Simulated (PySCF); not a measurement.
## AlSn and its ions

UHF-CCSD(T); basis Al cc-pV(D+d)Z, Sn cc-pVDZ-PP with ECP28; scalar-relativistic core potentials; PySCF 2.14. Neutral (UHF): quartet (σ ↑, π ↑↑), Re = 2.700 Å, ωe = 263 cm⁻¹, De = 1.92 eV.

AlSn⁺ (UHF): triplet (σ ↑, π ↑), Re = 3.086 Å, ωe = 151 cm⁻¹, De = 0.95 eV to Al⁺ + Sn. The energies at the minima are -455.39610 hartree for AlSn and -455.14563 for AlSn⁺.

(1) Work out the adiabatic ionisation energy, without and with harmonic zero-point energies (1 hartree = 27.2114 eV, 1 eV = 8065.5 cm⁻¹), and the change of the bond length.

Correlated steps freeze 9 core orbitals. Correlated levels converge slowly with the basis: in double zeta they bind strong bonds too weakly, by up to about 1 eV, and carry superposition errors of some tenths. Spin–orbit coupling is left out, which matters for elements this heavy, above all for dissociation energies. For an ion De counts to the pair picked by the measured ionisation energies or electron affinities, which need not be the lowest pair at this level. States were picked by a PBE0 search and need not be the measured ground states.

Answers

(1) At UHF-CCSD(T): 0.25047 hartree = 6.816 eV between the minima; the zero-point term (151.0 − 263.0)/2 cm⁻¹ = -0.007 eV makes it 6.809 eV. Re changes by +38.6 pm against the neutral. The electron leaves a π orbital, and the ion is left as a loose complex of an ion and an atom.
